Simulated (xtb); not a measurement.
HISeTe, SMILES [SeH][Te]I. All values are semi-empirical tight-binding results from xtb (GFN2-xTB unless named), good for trends rather than for accurate numbers. Geometry: GFN2-xTB. One conformer was computed; it need not be the lowest.

```json
{
  "orbital_gap": "3.01 eV",
  "zero_point_energy": "4.9 kcal/mol",
  "G − E(el) at 298.15 K (modified RRHO)": "-16.0 kcal/mol",
  "static polarisability (D4 model)": "100.0 bohr³",
  "solvation energy, GFN2-xTB/ALPB(water)": "-2.8 kcal/mol",
  "solvation energy, GFN2-xTB/ALPB(chcl3)": "-7.3 kcal/mol"
}
```
